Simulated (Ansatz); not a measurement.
Computed with Ansatz on PBE0-D4/def2-TZVP structures; ΔE is electronic, products minus reactants. CCSD(T)/CBS adds triple-zeta CCSD(T) − MP2 to the extrapolated MP2 energy (def2 sets, frozen cores). This one scheme is used for every species. DFT in def2-TZVPP. For Br outer-core shells are correlated without core-valence functions, which leaves a few kJ/mol of doubt a bond. Scalar relativity is left out up to krypton. Each species was taken in one conformer, which may not be the lowest.

Reaction (formal exchange of groups at the Al–Br bond): `[CH3][Al]([NH2])[Br]` + `N=CF` → `[CH3][Al]([NH2])[C](=N)F` + HBr

`[CH3][Al]([NH2])[Br]`:

Z-matrix (Å, degrees):
```
C
Al 1 1.937
H 1 1.093 2 110.8
H 1 1.093 2 112.0 3 120.9
H 1 1.094 2 110.7 3 -118.4
N 2 1.760 1 123.9 3 -122.9
Br 2 2.268 1 120.6 3 57.2
H 6 1.007 2 124.9 1 0.1
H 6 1.007 2 124.5 1 -179.9
```

`N=CF`:

```xyz
5

N    -0.354   -0.782   -0.418
C     0.029    0.321    0.005
F    -0.326    1.434   -0.626
H    -0.001   -1.532    0.170
H     0.652    0.559    0.869
```

`[CH3][Al]([NH2])[C](=N)F`:

```xyz
12

C     1.005    0.051    1.811
Al    0.303    0.125    0.005
N     1.152    0.760   -1.398
C    -1.517   -0.533   -0.466
N    -1.967   -0.500   -1.632
F    -2.286   -1.040    0.554
H     2.028    0.431    1.879
H     1.002   -0.975    2.191
H     0.384    0.637    2.496
H     0.731    0.770   -2.314
H     2.080    1.149   -1.425
H    -2.916   -0.876   -1.702
```

HBr:

```xyz
2

Br    0.012   -0.672    0.229
H    -0.012    0.672   -0.229
```

```csv
level,ΔE (kJ/mol),difference from CCSD(T)/CBS
r2SCAN0-D4,164.0,7.2
BHLYP-D4,163.2,6.4
CAM-B3LYP-D4,151.8,-5.0
ωB97X-V,154.4,-2.4
ωB97M-V,154.0,-2.8
PBE,147.3,-9.5
CAM-B3LYP,152.8,-4.0
CCSD/def2-SVP,153.7,-3.1
HF/def2-QZVPP,177.6,20.8
SCS-MP2/def2-QZVPP,160.7,3.9
CCSD(T)/CBS,156.8,0
```

Question: What do rigid-rotor, harmonic-oscillator terms from PBE0-D4/def2-TZVP frequencies (298.15 K, 1 bar) make of the CCSD(T)/CBS value? (Estimate.)

Answer: Ansatz gave: ΔZPE = -14.3 kJ/mol, ΔH = +145.7 kJ/mol, ΔS = -9 J/(mol·K), ΔG = +148.4 kJ/mol. Modes under 50 cm⁻¹ make the entropy rough.

Largest T1 diagnostic among the species: 0.013.

In def2-TZVPP, CCSD(T) changes the Hartree–Fock value by −23.5 kJ/mol (the triples alone add −3.5 kJ/mol) and MP2 by −15.9 kJ/mol. Leaving LDA and LC-ωPBE aside and taking each functional with its dispersion term where it has one, the values, not all of them listed here, spread over 24.8 kJ/mol, from BLYP-D4 to PBE-QIDH.
